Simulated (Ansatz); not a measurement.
Process, species as SMILES: COB(Cl)Cl → CO[B]Cl + Cl atom (the B-Cl bond at the site shown breaks; other sites are not compared here)
Geometries: B3LYP-D3(BJ)/def2-TZVP minima from Ansatz (a quantum-chemistry and plane-wave program), one conformer each, not searched for the lowest. Frequencies are from Ansatz.
Geometry of the first species:
```
O
B 1 1.3331
C 1 1.4311 2 124.30
H 3 1.0869 1 106.74 2 -180.00
H 3 1.0897 4 109.93 1 -119.80
H 3 1.0897 4 109.93 5 -120.41
Cl 2 1.7603 1 118.47 3 180.00
Cl 2 1.7721 1 122.36 3 0.00
```
Charge 0, spin multiplicity 1.

Quantity: bond dissociation energy (0 K, with B3LYP-D3(BJ) harmonic zero-point energies), in kcal/mol. Correlated levels leave the core frozen unless marked. Open shells are spin-unrestricted. No spin-orbit coupling. Non-relativistic unless marked X2C. Basis-set limits of correlation are two-point, X^-3; Hartree-Fock from the larger set. [CCSD(T)-MP2]/basis is that difference in the basis named.

```
level                                                                 program  bond dissociation energy (kcal/mol)
-------------------------------------------------------------  --------------  -----------------------------------
PBE-D3(BJ)/def2-TZVPD                                          Ansatz + dftd3                                119.1
BLYP-D3(BJ)/def2-TZVPD                                         Ansatz + dftd3                                113.8
B3LYP/def2-TZVPD                                                       Ansatz                                113.1
PBE0/STO-3G                                                            Ansatz                                131.2
PBE0/def2-TZVPD                                                        Ansatz                                117.4
HSE06-D4/def2-TZVPD                                            Ansatz + dftd4                                118.7
CAM-B3LYP/def2-TZVPD                                                   Ansatz                                115.3
LC-wPBE/def2-TZVPD                                                     Ansatz                                    ?
B2GP-PLYP-D3(BJ)/def2-TZVPD                                    Ansatz + dftd3                                    ?
B2PLYP-D3(BJ)/def2-TZVPD                                       Ansatz + dftd3                                117.6
PBE-QIDH/def2-TZVPD                                                    Ansatz                                    ?
RPA@PBE/cc-pV(T+d)Z                                                    Ansatz                                108.9
SCS-MP2/cc-pV(D+d)Z                                                    Ansatz                                115.7
CCSD/STO-3G                                                            Ansatz                                112.7
CCSD/6-31G*                                                            Ansatz                                112.7
X2C-CCSD(T)/cc-pVTZ-DK                                                 Ansatz                                116.8
RI-MP2/CBS(cc-pV(T+d)Z,cc-pV(Q+d)Z)+[CCSD(T)-MP2]/cc-pV(T+d)Z          Ansatz                                    ?
```

Problem. Fill in the missing entries.

Solution. 
- LC-wPBE/def2-TZVPD, bond dissociation energy (kcal/mol): 116.2
- B2GP-PLYP-D3(BJ)/def2-TZVPD, bond dissociation energy (kcal/mol): 118.6
- PBE-QIDH/def2-TZVPD, bond dissociation energy (kcal/mol): 120.3
- RI-MP2/CBS(cc-pV(T+d)Z,cc-pV(Q+d)Z)+[CCSD(T)-MP2]/cc-pV(T+d)Z, bond dissociation energy (kcal/mol): 120.9
